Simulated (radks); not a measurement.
Task: Species: Os II. Configuration: [Xe] 4f14 5d6.25 6s0.75 (fractional occupations, a model configuration). All-electron calculation, scalar-relativistic Kohn-Sham, PBE, spin-unpolarised, spherical densities, finite nucleus; Fermi nuclear charge, rms radius 5.4126 fm. Program: a radial shooting solver on a logarithmic mesh with Libxc functionals. Some entries of the table are withheld. Estimate them.

orbital  occ.  eigenvalue (eV)  <r^2> (bohr^2)
1s          2              (1)       0.0004336
2s          2        -12869.13        0.006643
2p          6        -11209.84        0.005532
3s          2        -3000.478         0.04299
3p          6              (2)         0.04388
3d         10        -1967.594         0.03637
4s          2        -638.9306          0.2105
4p          6        -478.9870          0.2400
4d         10        -280.1596          0.2767
5s          2         -98.8345           1.139
4f         14         -59.2750          0.3825
5p          6         -58.2532           1.553
5d       6.25              (3)           3.728
6s       0.75         -12.8839           8.866

Result: 
(1) 1s eigenvalue (eV): -73853.39
(2) 3p eigenvalue (eV): -2513.013
(3) 5d eigenvalue (eV): -13.6503
